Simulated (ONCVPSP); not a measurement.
## What one change does to a pseudopotential (Cr, ONCV)

ONCVPSP 4.0.1 input, shortened (lines: element, Z, core and valence counts, functional; n l f; lmax; l rc ep ncon nbas qcut; lloc lpopt rc5 dvloc0; l nproj debl; icmod fcfact rcfact), LDA (Perdew-Zunger), scalar-relativistic:

```
  Cr 24.00    3    4        3      upf
    1    0    2.00
    2    0    2.00
    2    1    6.00
    3    0    2.00
    3    1    6.00
    3    2    5.00
    4    0    1.00
    2
    0    1.40    0.00    4    8    8.10
    1    1.20    0.00    4    8   10.40
    2    1.85    0.00    5   10    8.20
    4    4    1.20    0.00
    0    2    0.90
    1    1    0.60
    2    2    3.20
    3    5.50    1.50
```

All-electron outer shells of the reference configuration (LDA (Perdew-Zunger), scalar-relativistic, ld1.x):

```csv
shell,level (eV),outermost node (bohr),outermost maximum (bohr)
2p,-560.31,–,0.20
3s,-73.56,0.36,0.78
3p,-45.35,0.33,0.80
4s,-4.20,1.12,2.74
3d,-3.13,–,0.84
```

Change: p: qcut 11.8.

Cutoffs: the cutoffs (Ha) at which the residual kinetic energy of the hardest occupied pseudo-wave falls to 1 and 0.1 mHa per electron; they do not see the model core or the augmentation charge, which bear on the density cutoff. Errors are all-electron minus pseudo energies relative to the spin-unpolarised reference configuration.

Predict the effect on cutoff, ghosts and configuration errors.

The potential gets harder (28 Ha and 32 Ha → 28 Ha and 42 Ha); the errors of the 3 common tests hardly move; neither file shows a bound ghost. The waves are optimised to have the least kinetic energy above qcut, so the cutoff follows it (qcut²/2 in Ha).

| quantity | base | changed |
| --- | --- | --- |
| cutoff, loose | 28 Ha | 28 Ha |
| cutoff, tight | 32 Ha | 42 Ha |
| loose cutoff by channel | s 24 Ha, p 26 Ha, d 28 Ha | s 24 Ha, p 25 Ha, d 28 Ha |
| bound ghosts | none | none |
| GHOST(+) flags under 300 eV | none | none |
| tests with a reliable result | 3 of 4 | 3 of 4 |
| error for 3s2 3p6 3d5 4s0, meV [ΔE 7.14 eV] | +4.1 | +4.1 |
| error for 3s2 3p6 3d4 4s0, meV [ΔE 23.48 eV] | +5.9 | +5.9 |
| error for 3s1 3p6 3d5 4s1, meV [ΔE 79.87 eV] | -318 | -321 |
| s: phases at 1.42 bohr within 0.05 rad from the reference energy up to (Ha; the scan ends near 5) | 2.1 | 2.1 |
| p: phases at 1.22 bohr within 0.05 rad from the reference energy up to (Ha; the scan ends near 5) | to the end of the scan | to the end of the scan |
| d: phases at 1.88 bohr within 0.05 rad from the reference energy up to (Ha; the scan ends near 5) | to the end of the scan | to the end of the scan |
| rms error of d²Exc/dni dnj with the model core, mHa | 1.37 | 1.38 |
